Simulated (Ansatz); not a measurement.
Reaction (formal exchange of groups at the Sn–S bond): `N=C[S][SnH3]` + CH₃OH → `[SnH4]` + `N=CSCO`

Calculated with Ansatz (gas phase, PBE0-D4/def2-TZVP geometries, no zero-point term in ΔE). CCSD(T)/CBS is the MP2 limit (def2-TZVPP, def2-QZVPP) plus CCSD(T) − MP2 in def2-TZVPP, frozen cores. This one scheme is used for every species. DFT in def2-TZVPP. B3LYP here is the variant with VWN-RPA as its local correlation; programs differ in this. Elements past krypton have def2 core potentials. For Sn outer-core shells are correlated without core-valence functions, which leaves a few kJ/mol of doubt a bond. One conformer a species, not always the lowest.

Q: Is it downhill or uphill in electronic energy at CCSD(T)/CBS, and by how much? (Best estimate.)

A: The calculation gave: Uphill: ΔE = +20.3 kcal/mol.

Q: What do these levels give: B3LYP-D4, ωB97M-V, B2PLYP, PBE, r2SCAN, PBE0, HF/def2-TZVPP, SCS-MP2/def2-TZVPP, CCSD(T)/def2-TZVPP, MP2/def2-QZVPP, HF/CBS(def2), CCSD/CBS(def2)? (Best estimate.)

A: The calculation gave: B3LYP-D4 18.9, ωB97M-V 17.7, B2PLYP 19.2, PBE 17.9, r2SCAN 18.0, PBE0 18.5, HF/def2-TZVPP 21.0, SCS-MP2/def2-TZVPP 19.4, CCSD(T)/def2-TZVPP 18.1, MP2/def2-QZVPP 20.7, HF/CBS(def2) 21.4, CCSD/CBS(def2) 20.8 kcal/mol.

Largest T1 diagnostic among the species: 0.015.

In def2-TZVPP, CCSD(T) changes the Hartree–Fock value by −2.8 kcal/mol (the triples alone add −0.5 kcal/mol) and MP2 by −1.7 kcal/mol.
